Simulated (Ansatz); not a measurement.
Mulliken charges of CH6AlFSi, SMILES `[F][AlH][CH2][SiH3]` from PBE/def2-TZVPP in Ansatz (PBE0-D4/def2-TZVP geometry).

```
atom   x (Å)   y (Å)   z (Å)  charge (e)
  F1  -1.135   0.207   2.648      -0.320
 Al2  -1.417   0.305   1.023       0.550
  C3   0.066   0.764  -0.131      -0.338
 Si4   1.056  -0.698  -0.743       0.150
  H5  -2.889   0.006   0.540      -0.112
  H6  -0.323   1.298  -1.006       0.111
  H7   0.746   1.437   0.403       0.113
  H8   0.164  -1.662  -1.445      -0.055
  H9   1.682  -1.412   0.403      -0.047
 H10   2.132  -0.296  -1.689      -0.054
```

Problem. By hand: the dipole of these point charges (1 e Å = 4.8032 D).

Solution. Σ q r = (-0.111, 0.218, -0.327) e Å, of length 0.408 e Å = 1.96 D.

Problem. How does the dipole of the full density compare? (Best estimate.)

Solution. Ansatz gave: (0.012, 0.215, -0.291) e Å, 1.74 D; the point charges give 1.13 times that, at 18° from its direction.

Point charges leave out the atoms' own dipoles, such as those of lone pairs, and Mulliken's split depends on the basis, so the close match here is no proof of good charges.
